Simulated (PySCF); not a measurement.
Compound: C5H5ClF2O.
Atom-mapped SMILES: `[F:1][C@@H:2]1[CH2:3][C:4]([Cl:5])=[CH:6][O:7][C@H:8]1[F:9]` (hydrogens: H10 on C2; H11, H12 on C3; H13 on C6; H14 on C8)

Structure used (PBE0-D3(BJ)/def2-SVP), in Å, numbered top down from 1:
```
atom  x, y, z in Å
F1    -1.2339   -0.3065   -1.5797
C2    -1.1288    0.2191   -0.3161
C3     0.0416    1.1774   -0.2444
C4     1.3162    0.4008   -0.2571
Cl5    2.7654    1.2489   -0.6671
C6     1.3546   -0.9017    0.0407
O7     0.2570   -1.6308    0.3870
C8    -0.9140   -0.9471    0.6384
F9    -0.8899   -0.4298    1.9048
H10   -2.0742    0.7247   -0.0628
H11   -0.0057    1.8625   -1.1044
H12   -0.0324    1.7893    0.6707
H13    2.2635   -1.5028    0.0191
H14   -1.7246   -1.6880    0.5740
```

Computed with PySCF 2.14.0, density-fitted response routines, TDDFT PBE0/def2-SVPD, vertical, gas phase, core orbitals frozen in the response.

Transition dipole moments from the ground state, in atomic units and in the frame of the coordinates above (overall signs are arbitrary), for the states with f of 0.002 or more among the lowest 6:

```csv
state,E (eV),μx,μy,μz
S2,6.247,-0.358,-1.069,0.315
S3,6.624,0.122,0.099,-0.251
S4,7.096,0.024,-0.188,0.059
S5,7.176,0.122,-0.125,-0.036
S6,7.301,0.059,0.002,-0.172
```

Task: What oscillator strength does each state have?

Result: f = (2/3) ΔE |μ|² with ΔE in hartree (27.2114 eV).

```csv
state,|μ|² (au),|μ| (D),f
S2,1.370,2.97,0.210
S3,0.088,0.75,0.014
S4,0.039,0.50,0.007
S5,0.032,0.45,0.006
S6,0.033,0.46,0.006
```

Task: Which bond between heavy atoms lies closest to the direction of the S2 transition dipole?

Result: C4–C6, at 20° from it; next C2–C8 at 34°.

Task: What angle do the transition dipoles of S2 and S3 make?

Result: |cos θ| = |μa·μb| / (|μa| |μb|) = 0.66, so θ ≈ 49° (taken between 0 and 90°, since the signs are arbitrary).

Task: How is the summed strength of these states shared among x, y and z?

Result: (2/3) Σ ΔE μα² gives 0.025 for x, 0.185 for y and 0.032 for z, 0.242 in all.

Task: What peak molar absorption coefficient would the strongest computed level give as a lone Gaussian band 0.5 eV wide at half height?

Result: ε(max) = 2.175×10⁸ f / FWHM, with the width in cm⁻¹. S2: 2.175×10⁸ × 0.2096 / 4033 ≈ 11000 L mol⁻¹ cm⁻¹.

One conformer stands for the species.
